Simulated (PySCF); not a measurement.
Isomers of C7H8Cl2, mass 162.000 u with the commonest isotopes. Method used: PBE0/pcSseg-1 in PySCF (dipole) on a GFN2-xTB geometry, gas phase. One conformer each, none proved a minimum here; rigid rotors.

**Question.** Order these by out-of-plane moment Σ m c² = (Ia + Ib − Ic)/2, smallest first.
A. `[CH2:1]=[CH:2][C:3](=[CH2:4])[C:5](=[CH2:6])[CH:7]([Cl:8])[Cl:9]` with C1–C2–C3–C4 170°, C2–C3–C5–C6 118°, C3–C5–C7–Cl8 138°
B. `[CH2:1]=[C:2]([CH3:3])[C@@:4]1([Cl:5])[C@@H:6]2[C@@H:7]([Cl:8])[C@H:9]12` with C1–C2–C4–Cl5 -105°
C. `[CH2:1]=[C:2]([Cl:3])[C:4](=[CH2:5])[C:6](=[CH2:7])[CH2:8][Cl:9]` with C1–C2–C4–C5 160°, C2–C4–C6–C7 -58°, C4–C6–C8–Cl9 -70°

**Answer.** B (66.06 u·Å²), A (93.77 u·Å²), C (117.96 u·Å²).

**Question.** Order these by rotational constant A, smallest first.
A. `[CH2:1]=[C:2]([Cl:3])[C:4](=[CH2:5])[C:6](=[CH2:7])[CH2:8][Cl:9]` with C1–C2–C4–C5 160°, C2–C4–C6–C7 -58°, C4–C6–C8–Cl9 -70°
B. `[CH2:1]=[CH:2][C:3](=[CH2:4])[C:5](=[CH2:6])[CH:7]([Cl:8])[Cl:9]` with C1–C2–C3–C4 170°, C2–C3–C5–C6 118°, C3–C5–C7–Cl8 138°
C. `[CH2:1]=[C:2]([CH3:3])[C@@:4]1([Cl:5])[C@@H:6]2[C@@H:7]([Cl:8])[C@H:9]12` with C1–C2–C4–Cl5 -105°

**Answer.** B (1495 MHz), A (1917 MHz), C (2145 MHz).

**Question.** Order these by radius of gyration √(Σ m r²/M), largest first.
A. `[CH2:1]=[CH:2][C:3](=[CH2:4])[C:5](=[CH2:6])[CH:7]([Cl:8])[Cl:9]` with C1–C2–C3–C4 170°, C2–C3–C5–C6 118°, C3–C5–C7–Cl8 138°
B. `[CH2:1]=[C:2]([CH3:3])[C@@:4]1([Cl:5])[C@@H:6]2[C@@H:7]([Cl:8])[C@H:9]12` with C1–C2–C4–Cl5 -105°
C. `[CH2:1]=[C:2]([Cl:3])[C:4](=[CH2:5])[C:6](=[CH2:7])[CH2:8][Cl:9]` with C1–C2–C4–C5 160°, C2–C4–C6–C7 -58°, C4–C6–C8–Cl9 -70°

**Answer.** B (2.373 Å), C (2.345 Å), A (2.223 Å).

```
                                   SMILES  point group  Ia (u·Å²)  Ib (u·Å²)  Ic (u·Å²)      κ  μa (D)  μb (D)  μc (D)
                     C=CC(=C)C(=C)C(Cl)Cl           C1     338.14     556.47     707.06  -0.50    2.26    0.04    0.21
C=C(C)[C@@]1(Cl)[C@@H]2[C@@H](Cl)[C@@H]21           C1     235.65     742.27     845.82  -0.89    1.28    2.09    0.34
                     C=C(Cl)C(=C)C(=C)CCl           C1     263.56     745.53     773.17  -0.96    1.15    1.94    0.63
```
